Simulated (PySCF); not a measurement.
Shapes and spin states of [ScS2]-

Level of theory: PySCF, B3LYP, basis Sc def2-SVPD, S def2-SVPD (no relativity, density fitting).

Relaxations began from a few typed shapes and spin states; open shells are unrestricted. The search is not exhaustive: other isomers or separated fragments can lie lower, and high-lying points may rest on an excited occupation.

```
   spin  group                           bonds                           angles  imaginary modes (cm⁻¹)  ΔE (kJ/mol)  ΔE with ZPE (kJ/mol)
singlet    C2v               Sc–S 2.270 Å (×2)                    S–Sc–S 146.4°                    none          0.0                   0.0
singlet    D∞h               Sc–S 2.283 Å (×2)                    S–Sc–S 180.0°                61i, 61i          3.4                     –
triplet    C2v               Sc–S 2.300 Å (×2)                    S–Sc–S 102.4°                    none        135.5                 134.3
singlet    C2v  Sc–S 2.400 Å (×2), S–S 2.150 Å  S–Sc–S 53.2°, S–S–Sc 63.4° (×2)                    none        211.9                 212.5
```

The lowest minimum found is the singlet C2v: Sc–S 2.270 Å (×2); S–Sc–S 146.4°.

Formally Sc is in oxidation state +3, d0. A d0 centre has no lone pair, yet it is C2v rather than linear: covalent bonding through the d orbitals favours lower symmetry. The polar-tensor charge on Sc, 1.59, is far below the formal one.

For the lowest minimum: the lowest empty level of this anion is unbound, so it and the gap depend on the basis.
